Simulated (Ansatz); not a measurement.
singlet methylene (CH₂), singlet, geometry from GFN2-xTB. Base run: Ansatz (a program for electronic structure) with B3LYP/6-31G**.

The Ansatz input:
Ansatz 0.2 input:
```yaml
crystal:
  periodic: [false, false, false]
  atoms:
    - {symbol: C, position_ang: [0.00403916, 0.00124078, 0.16463541]}
    - {symbol: H, position_ang: [0.00029648, 0.87790816, -0.50085524]}
    - {symbol: H, position_ang: [-0.02453143, -0.88535285, -0.48695721]}
basis:
  gaussian:
    orbitals: 6-31G__.json
hamiltonian:
  xc: b3lyp
```
The basis file holds 6-31G** in the JSON format of the Basis Set Exchange.

The base run was repeated with changes; each row names its change, and settings that it needs were set with it.

```
change                                                          ΔE vs base (mEh)
--------------------------------------------------------------  ----------------
base                                                                       0.000
forces = on                                                                0.000
lower_state_search = light                                                 0.000
accuracy = high                                                            0.000
fitting.mean_field = cc-pVTZ-JKFIT                                        -0.022
final_grid = 4, 8, 17                                                          …
lower_state_search = full                                                  0.000
final_grid = 14, 28, 59                                                    0.000
nuclear_model = gaussian                                                   0.003
point_charge = charge:-1.0 position_ang:1.494, -2.3352, 2.4792             8.819
final_grid = 6, 12, 29                                                     0.001
```

Problem. What belongs in the gaps?

Solution. 
- final_grid = 4, 8, 17, ΔE vs base (mEh): 0.054
